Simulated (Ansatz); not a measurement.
```yaml
crystal:
  periodic: [false, false, false]
  atoms:
    - {symbol: S, position_ang: [-1.378888, 1.051679, 1.440769]}
    - {symbol: Ge, position_ang: [-0.007881, 0.017676, 0.009857]}
    - {symbol: S, position_ang: [1.882808, -0.035820, 1.244209]}
    - {symbol: S, position_ang: [-0.416705, -1.554109, -1.040438]}
    - {symbol: Cl, position_ang: [0.702087, 1.536754, -2.119926]}
    - {symbol: H, position_ang: [-2.200518, 1.527339, 0.324926]}
    - {symbol: H, position_ang: [2.314905, -1.042563, 0.226034]}
    - {symbol: H, position_ang: [-0.995325, -2.028681, 0.353438]}
basis:
  gaussian: {orbitals: "6-31G*"}
hamiltonian: {xc: {name: r2SCAN50}, dispersion: d3bj}
```

```sh
$ ansatz run in.yaml --threads 4 --pin off --events-out ev --progress --plain --max-ram 10444MiB
```

Output, abridged:

```
Warning: the engine holds no damping parameters fitted to this dispersion correction and functional, so the run takes those fitted to r2scan50 beside the three-body term, which d3bj leaves out (hamiltonian.dispersion, under Limitations)
Functional definition: r2SCAN50
1068 factors; integrals over basis functions are off by at most 7.4e-4 eV
mean field evaluation 1: about -101578.8862 eV, gradient 2.5e1 eV
mean field evaluation 2: about -101578.9184 eV, gradient 2.9e1 eV
mean field evaluation 4: about -101581.1949 eV, gradient 9.9e-1 eV
mean field evaluation 8: about -101581.3668 eV, gradient 1.1e-1 eV
mean field evaluation 16: about -101581.3669 eV, gradient 4.2e-5 eV
mean field -101581.36689436 eV, -3733.0463790444 hartree, gradient 4.3e-5 eV, S^2 0.000000; 0 other end points of the search recorded, 0 dependent functions left out
reference -101581.36690045 eV, -3733.0463792679 hartree; 50, 50 occupied and 67, 67 virtual orbitals, 1068 factors
Total energy: -101581.50396566 eV, -3733.0514163215 hartree
```

Hardware: 4 threads of an Intel Xeon on a shared host. Wall time 9 s, peak host memory 0.48 GiB.
